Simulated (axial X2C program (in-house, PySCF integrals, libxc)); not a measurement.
Potential curves of CsN, two-component

Calculated with an in-house relativistic program for diatomic molecules. Two-component (2c) means X2C with spin–orbit coupling and atomic mean-field two-electron Coulomb and Gaunt terms. Basis: Cs dyall-cv3z [15s15p9d4f1g], N dyall-av3z [7s7p3d2f] (cores contracted in-house); Gaussian nuclei, density fitting, unrestricted open shells. Masses: Cs 132.905 u, N 14.003 u.

State: Ω = 1 (⟨Sz⟩ = 1.00, ⟨Lz⟩ = 0.00 at B3LYP). Energies in eV from the fragments at the same level (Cs + N). Fits are polynomials in 1 − R0/R over 0.85 to 1.23 times the lowest point R0.

| R (Å) | B3LYP | PBE0 |
| --- | --- | --- |
| 2.3560 | -0.9101 | -0.8997 |
| 2.4643 | -1.1269 | -1.0928 |
| 2.5455 | -1.2251 | -1.1747 |
| 2.6268 | -1.2816 | -1.2159 |
| 2.7080 | -1.3059 | -1.2259 |
| 2.8028 | -1.3040 | -1.2086 |
| 2.8976 | -1.2788 | -1.1693 |
| 3.0194 | -1.2242 | -1.0990 |
| 3.1684 | -1.1388 | -0.9983 |
| 3.3850 | -1.0030 | -0.8484 |

One determinant describes the state; a PBE0 search over occupations chose it and may have missed a lower one. Dissociation energies refer to the lowest single-determinant-based atoms at the same level and basis. Density functionals use the spin component along the axis (collinear). Other states lie close and PBE0, whose exact exchange favours high spin, may order them wrongly; the determinant shown need not be the ground state. The nearest other 2c determinant of the search, Ω = 2, lies 0.15 eV up at the distance of the search. With several unpaired electrons one determinant need not be a pure state. Open-shell Ω = 0 determinants with evenly filled partner blocks cannot be reached by this program, so the Ω shown need not be the lowest component. This is the Ω = 1 component of a π² triplet; the 0⁺ component is not one determinant and can lie lowest. The determinant is spin-polarised beyond a pure state at some levels (its spin-free form has ⟨S²⟩ too high), which makes Re and μ there less reliable.

**Question.** Fit the B3LYP curve near its minimum: give the equilibrium distance, the harmonic wavenumber and the well depth.

**Answer.** At B3LYP, 2c: Re = 2.748 Å, ωe ≈ 261 cm⁻¹, De = 1.31 eV to Cs + N; Be follows as 0.176 cm⁻¹.

**Question.** Fit the PBE0 curve near its minimum: give the equilibrium distance, the harmonic wavenumber and the well depth.

**Answer.** At PBE0, 2c: Re = 2.698 Å, ωe ≈ 280 cm⁻¹, De = 1.23 eV to Cs + N; Be follows as 0.183 cm⁻¹.
